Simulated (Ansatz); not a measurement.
Cu₂F₂⁺: single points at one geometry.

```yaml
crystal:
  periodic: [false, false, false]
  atoms:
    - {symbol: Cu, position_ang: [-0.715903, 1.186354, -0.456237]}
    - {symbol: Cu, position_ang: [0.715959, -1.185437, 0.456229]}
    - {symbol: F, position_ang: [-0.232573, 0.315251, 1.185758]}
    - {symbol: F, position_ang: [0.232517, -0.316167, -1.185739]}
basis:
  gaussian: {orbitals: def2-TZVP, initial_orbitals: start.molden}
total_charge: 1
magnetization: {spin_polarized: true, initial_magnetization: 1}
hamiltonian: {xc: hse06, dispersion: d4}
scf: {omitted_lower_state_checks: [starts]}
output: {orbitals: {seedname: orbitals}}
```

The file start.molden holds the orbitals of an earlier run on this structure, at another level or in another basis.

```sh
$ ansatz run in.yaml --threads 4 --pin off --events-out ev --progress --plain --max-ram 3916MiB
```

Shortened log:

```
Functional definition: HSE06
1356 factors; integrals over basis functions are off by at most 5.7e-4 eV
62 factors; integrals over basis functions are off by at most 3.5e-6 eV
mean field evaluation 1: about -94691.5998 eV, gradient 7.0e-1 eV
mean field evaluation 2: about -94691.7413 eV, gradient 4.3e-1 eV
mean field evaluation 4: about -94691.7416 eV, gradient 1.2e-3 eV
mean field -94691.74162193 eV, -3479.8573202381 hartree, gradient 2.2e-5 eV, S^2 0.753362; 0 other end points of the search recorded, 0 dependent functions left out
reference -94691.74168100 eV, -3479.8573224088 hartree; 38, 37 occupied and 114, 115 virtual orbitals, 1356 factors
Total energy: -94691.80452629 eV, -3479.8596319309 hartree
Checks for a lower state left out: starts
```

Hardware: 4 threads of Arm Neoverse V2 on a shared host. Wall time 4.3 s, peak host memory 0.55 GiB.

First input, but with `hamiltonian: {xc: r2scan, dispersion: d4}`, `output: {forces: true, orbitals: {seedname: orbitals}}` (abridged; 6.5 s):

```
Functional definition: r2SCAN
mean field -94708.14791351 eV, -3480.4602403333 hartree, gradient 1.2e-5 eV, S^2 0.752197
Total energy: -94708.16381589 eV, -3480.4608247348 hartree
Atom 0 force     0.096431    -0.160780     0.060440 eV/Å
Atom 1 force    -0.094148     0.154942    -0.061734 eV/Å
Atom 2 force     0.024507    -0.031844    -0.131252 eV/Å
Atom 3 force    -0.026790     0.037683     0.132546 eV/Å
Dipole moment:     0.000520     0.000306     0.000347 e Å
Checks for a lower state left out: starts
```

As the first input, with `hamiltonian: {xc: hf}` (abridged; 3.7 s):

```
Functional definition: HF
mean field -94604.60670482 eV, -3476.6551710966 hartree, gradient 2.1e-5 eV, S^2 0.752721
Total energy: -94604.60670482 eV, -3476.6551710966 hartree
Checks for a lower state left out: starts
```

The first input with `hamiltonian: {xc: {name: wB97X-V}}` (abridged; 14 s):

```
Functional definition: wB97X-V
mean field -94699.78265183 eV, -3480.1528226367 hartree, gradient 2.1e-5 eV, S^2 0.752852
Total energy: -94699.78264911 eV, -3480.1528225366 hartree
Checks for a lower state left out: starts
```

The first input with `hamiltonian: {xc: {name: B3LYP}, dispersion: d4}` (abridged; 4.3 s):

```
Functional definition: B3LYP
mean field -94713.25930223 eV, -3480.6480804038 hartree, gradient 2.1e-5 eV, S^2 0.752831
Total energy: -94713.39301981 eV, -3480.6529944346 hartree
Checks for a lower state left out: starts
```

As the first input, with `hamiltonian: {xc: {name: wB97M-V}}` (abridged; 18 s):

```
Functional definition: wB97M-V
mean field -94704.30175393 eV, -3480.3188965757 hartree, gradient 2.8e-5 eV, S^2 0.753085
Total energy: -94704.30181835 eV, -3480.3188989431 hartree
Checks for a lower state left out: starts
```

The first input with `gaussian: {orbitals: def2-SVP, initial_orbitals: start.molden}`, `hamiltonian: {xc: pbe, dispersion: d4}` (abridged; 2.2 s):

```
Functional definition: PBE
mean field -94672.68833076 eV, -3479.1571247025 hartree, gradient 2.6e-5 eV, S^2 0.750886
Total energy: -94672.76839621 eV, -3479.1600670534 hartree
Checks for a lower state left out: starts
```

Geometry: B3LYP-D4/def2-SVP.

B3LYP takes the VWN-RPA correlation. HSE06 is defined as in plane-wave codes, on full-range PBE exchange. At r2SCAN-D4/def2-TZVP, PBE-D4/def2-SVP the gap within one spin of the charge 1 doublet nearly closes, so an electron or hole may be smeared out by delocalisation error. At PBE-D4/def2-SVP an occupied level lies above an empty one. Another isomer (doublet) lies 0.42 eV lower at PBE0-D4/def2-TZVP.
